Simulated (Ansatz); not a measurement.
Problem. Name a neutral molecule of C, In, N and H with HOMO energy (PBE0/def2-TZVPP) between -5.90 and -5.60 eV and HOMO energy (ωB97M-V/def2-TZVPP) between -8.20 and -7.90 eV (Ansatz, PBE0-D4/def2-TZVP geometry).

Solution. `C[N](C)[In]([NH2])[NH2]` (-5.74 eV, -8.04 eV); `C[N](C)[In]([N](C)C)[N](C)C` (-5.63 eV, -7.92 eV). Other molecules can fit too; these were computed, each in one conformer that needn't be the lowest.
